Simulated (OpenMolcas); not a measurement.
Co2+ with 6 ligands (chloride) in octahedral coordination (Oh) at 2.5 Å. A charge of +0.667 e stands 2.6 Å behind each ligand. Ligand basis ANO-RCC-VDZP.

| Quantity | Value |
| --- | --- |
| Program | OpenMolcas 26.06 |
| Method | CASSCF |
| Basis | ANO-RCC-VTZP [6s5p3d2f1g] |
| Scalar Hamiltonian | DKH2, point nucleus |
| Active space | 7 electrons in 5 orbitals (3d) |
| State averaging | 2S+1 = 4 even, 10 roots; 2S+1 = 2 even, 40 roots |
| Spin-orbit coupling | state interaction with AMFI integrals over the reference wave functions |

What is the spin-free ground state (labels of O, the rotations of Oh)?

4T1, 3-fold in its orbital part, 99 % from free-ion F terms; it has the highest spin that d7 allows.

Where is the first state of the same spin?

4T2 at 3000 cm-1 above the ground state.

What are the lowest two levels with spin-orbit coupling?

A 2-fold level Γ6 with g = 4.62, 4.62, 4.62, then a 4-fold level Γ8 333.8 cm-1 above it. Their leading multiplicities are 4 (100 %) and 4 (100 %).

What is χT at 300 K, and how does it compare with the textbook value?

The lowest level has 2S+1 = 4, for which the spin-only value is χT = S(S+1) / 2 = 1.875 cm3 K/mol (g = 2). The computed 3.921 at 300 K differs by +2.046, through orbital momentum, spin-orbit coupling and any other state in reach. With a threefold ground state the orbital momentum is unquenched, so the spin-only value is not expected to hold.

Which ligand-field parameters describe the states?

A least-squares ligand-field fit to the states below 45000 cm-1, each weighted by its degeneracy and with a free common offset, gives 10Dq = 3634 cm-1, B = 1190 cm-1 and C = 4426 cm-1 (C/B = 3.72), with an rms deviation of 60 cm-1. The same method and metal basis give the free ion B = 1229 cm-1 (fit to its terms below 60000 cm-1, rms deviation 20 cm-1), so the nephelauxetic ratio is β = 1190 / 1229 = 0.97; it hangs on how both fits weigh the states, and computed free-ion B values tend to be too large, so β mixes covalency with correlation.

An orbital triplet at a regular site is open to Jahn-Teller coupling, which can distort the site and quench the lowest spin-orbit gaps and is left out. Without dynamic correlation the repulsion within the d shell is too large (B by tens of per cent), so at a given field states of lower spin stand too high. Ligand-to-metal charge-transfer states are missing. With no ligand orbital active B as a rule stays too high, so bands that hang on it stand too high and its fall with covalency is understated. With metal d orbitals alone and no dynamic correlation the field as a rule comes out too small, by tens of per cent, by up to half for chloride and softer ligands, and with too little covalency χT stands high. No measured value stands beside these numbers; the geometry was imposed, not optimised, and the real ion may take another.
